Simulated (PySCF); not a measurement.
Calculation: PBE-D3(BJ)/def2-TZVP // B3LYP-D3(BJ)/def2-SVP (PySCF). All species are isolated molecules in the gas phase. One relaxed conformer stands for a flexible species; it need not be the lowest. 

Reference species (SMILES): `[CH3][Ge]([CH3])([CH3])[CH3]` (neutral, multiplicity 1).

```json
{
 "HOMO": "-6.82 eV"
}
```

Changed species: `C[O][Ge]([CH3])([O]C)[O]C` (3 of 4 CH3 replaced by OCH3; the reference has 0 of 4 CH3 replaced by OCH3).

Task: Give the shifts of the HOMO.

Result: the HOMO rises by 0.71 eV, to -6.11 eV.
